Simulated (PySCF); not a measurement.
Mayer bond orders and bond lengths

Compound: C8H9B.
SMILES with atom numbers: `[CH2:1]=[CH:2][B:3]1[CH:4]=[CH:5][CH:6]=[CH:7][CH:8]=[CH:9]1` (hydrogens: H10, H11 on C1; H12 on C2; H13 on C4; H14 on C5; H15 on C6; H16 on C7; H17 on C8; H18 on C9)

Geometry (PBE0-D3(BJ)/def2-SVP, Å), atoms numbered from 1 in this order:
```
atom  x, y, z in Å
C1     3.2164    0.2608    0.0205
C2     2.2296   -0.5599   -0.3715
B3     0.6921   -0.2998   -0.1924
C4     0.1898    1.0813    0.2505
C5    -1.0917    1.5042    0.4947
C6    -2.3149    0.7797    0.4071
C7    -2.5438   -0.5219    0.0380
C8    -1.6264   -1.5309   -0.3714
C9    -0.2611   -1.4676   -0.4858
H10    4.2754    0.0120   -0.1098
H11    3.0116    1.2239    0.5025
H12    2.5396   -1.5095   -0.8312
H13    0.9409    1.8693    0.3948
H14   -1.2237    2.5482    0.8061
H15   -3.2080    1.3555    0.6718
H16   -3.5932   -0.8342    0.0520
H17   -2.1072   -2.4840   -0.6257
H18    0.1978   -2.4045   -0.8316
```

Bond orders from the PBE0/pcSseg-1 density (PySCF). Isolated species at its PBE0-D3(BJ)/def2-SVP geometry (one conformer only).

Question: Where do the orders between heavy atoms depart from those drawn in the SMILES?

Answer: The largest departure is 0.386, at C6–C7 (drawn double, 1.614). Drawn single, order above 1.12: C5–C6 (1.293) and C7–C8 (1.295). Drawn double or triple, more than 0.30 short of the drawn order: C4–C5 (1.677), C6–C7 (1.614) and C8–C9 (1.661).

Question: Set the Mayer orders of the bonds beside their lengths.

Answer: 
```tsv
bond	drawn as	length (Å)	Mayer order
C1–C2	double	1.342	1.951
C2–B3	single	1.570	0.938
B3–C4	single	1.535	1.031
C4–C5	double	1.371	1.677
C5–C6	single	1.424	1.293
C6–C7	double	1.372	1.614
C7–C8	single	1.424	1.295
C8–C9	double	1.372	1.661
C9–B3	single	1.536	1.027
C1–H10	single	1.096	0.951
C1–H11	single	1.096	0.948
C2–H12	single	1.100	0.958
C4–H13	single	1.098	0.928
C5–H14	single	1.097	0.947
C6–H15	single	1.095	0.940
C7–H16	single	1.095	0.940
C8–H17	single	1.097	0.946
C9–H18	single	1.099	0.939
```

By pair of heavy elements: C–C: lowest C5–C6 and C7–C8 (1.293, 1.424 Å), highest C1–C2 (1.951, 1.342 Å). B–C: lowest C2–B3 (0.938, 1.570 Å), highest B3–C4 (1.031, 1.535 Å). Bonds named together lie within 0.004.

Question: Sum the orders of all bonds at each heavy atom with more than one neighbour and set the sums beside the valence in the SMILES.

Answer: C1 3.850 (drawn 4), C2 3.847 (drawn 4), B3 2.996 (drawn 3), C4 3.636 (drawn 4), C5 3.917 (drawn 4), C6 3.847 (drawn 4), C7 3.849 (drawn 4), C8 3.902 (drawn 4), C9 3.627 (drawn 4). Orders between atoms that aren't bonded are not in these sums.

Mayer orders depend on the basis set.
